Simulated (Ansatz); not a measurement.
Complex (SMILES): N#N (N2) with S (H2S), atoms 1 to 2 the first; geometry from B3LYP-D3(BJ)/def2-TZVP, monomers rigid:
```xyz
5

N      0.5569     0.0216    -0.1918
N      0.4057    -0.6429     0.6599
S     -1.8739     2.6331    -1.4786
H     -0.7246     1.9720    -1.6881
H     -1.2906     3.5002    -0.6354
```

Basis-set convergence of the counterpoise-corrected interaction energy at HF with Ansatz (a quantum-chemistry and plane-wave program). Cartesian d functions, on some or all atoms, in 6-311G**, 6-311+G**; all else is spherical. No added dispersion term, no relativity. Functions are those of the species that has most. Reference: the value in aug-pcseg-3, 0.37 kcal/mol. Deviations are taken from unrounded values.

```csv
basis,functions,counterpoise-corrected interaction energy (kcal/mol),minus reference (kcal/mol)
6-31G,35,0.12,-0.25
pcseg-0,35,0.00,-0.37
def2-SVP,56,0.23,-0.14
cc-pV(D+d)Z,61,0.25,-0.12
6-311G**,75,0.29,-0.08
6-311+G**,87,0.30,-0.07
aug-cc-pV(D+d)Z,96,0.37,0.00
aug-cc-pV(T+d)Z,193,0.37,0.00
def2-QZVPP,244,0.36,-0.01
pcseg-3,250,0.37,0.00
aug-cc-pV(Q+d)Z,341,0.37,0.00
cc-pV(5+d)Z,392,0.36,-0.01
pcseg-4,429,0.37,0.00
```

The smallest set listed that lies within 0.05 kcal/mol of the reference with all its larger relatives (same family, alike in diffuse functions; a set with none counts only in the reference's own line) is aug-cc-pV(D+d)Z (96 functions, 0.00 kcal/mol off). Inside, with no larger relative to test it: def2-QZVPP, cc-pV(5+d)Z. (Relatives not listed, tested too: jun-cc-pV(T+d)Z 0.00 kcal/mol.)
